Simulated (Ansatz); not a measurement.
`SC1C[SiH2]1` + H₂O → `OC1C[SiH2]1` + H₂S at 600 K and 1 bar (formal hydrolysis of a C–S bond).

Calculated with Ansatz (gas phase, PBE0-D4/def2-TZVP geometries, no zero-point term in ΔE). CCSD(T)/CBS is the MP2 limit (def2-TZVPP, def2-QZVPP) plus CCSD(T) − MP2 in def2-TZVPP, frozen cores. This one scheme is used for every species. One conformer a species, not always the lowest.

```
      species  CCSD(T)/CBS energy (Eh)  H − E (kJ/mol)  S (J/(mol·K))
`SC1C[SiH2]1`               -766.52003           237.8          399.4
          H₂O                -76.37941            76.8          212.8
`OC1C[SiH2]1`               -443.90503           247.3          380.5
          H₂S               -398.97279            60.8          230.9
```

H − E and S are ideal-gas, rigid-rotor, harmonic terms from PBE0-D4/def2-TZVP, for one conformer and one mirror image of each species. 1 Eh = 2625.50 kJ/mol, R = 8.31446 J/(mol·K).

Q: By hand: ΔE, ΔH, ΔS and ΔG.

A: ΔE = (-443.90503) + (-398.97279) − (-766.52003) − (-76.37941) = 0.02162 Eh = 56.8 kJ/mol. Δ(H − E) = 247.3 + 60.8 − 237.8 − 76.8 = -6.5, so ΔH = 50.3 kJ/mol. ΔS = 380.5 + 230.9 − 399.4 − 212.8 = -0.8 J/(mol·K). ΔG = 50.3 − 600 × (-0.8)/1000 = 50.8 kJ/mol.

Q: By hand: the equilibrium constant, and the temperature at which ΔG would vanish if ΔH and ΔS stayed fixed.

A: log₁₀ K = −ΔG/(RT ln 10) = -4.4. ΔH and −TΔS have one sign here, so there is no such temperature. One of them is within its doubt of zero, so this could turn.

The number of gas molecules stays the same, so ΔS is small and ΔH decides. A doubt of 5 kJ/mol in ΔE shifts log₁₀ K by 0.4 here. Other conformers and mirror images would add mixing entropy, several J/(mol·K) or more a flexible species. These are equilibria of isolated gas molecules and say nothing of rates. Largest T1 diagnostic: 0.012 (customary marks: 0.02 for closed shells, 0.045 for open ones).
